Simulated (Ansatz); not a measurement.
Two spin states of NaAl, each at its own minimum; 2S+1 = 1, 3 were tried, and our sources give no spin for the ground state.

Each state is the lowest solution found for its spin in def2 and cc sets. The singlet is a restricted closed-shell determinant, which can mix singlet states where a π or δ shell is part-filled.

The values were computed with Ansatz (an electronic-structure program). 

### Question
One of these levels gives 22.8 kJ/mol for the energy of the multiplicity-3 state above the multiplicity-1 state. Which?
A) PBE0/def2-TZVPP
B) wB97X-V/def2-TZVPP
C) PBE/def2-TZVPP

### Answer
B, wB97X-V/def2-TZVPP. The others give 16.3 (PBE/def2-TZVPP), 8.9 (PBE0/def2-TZVPP)
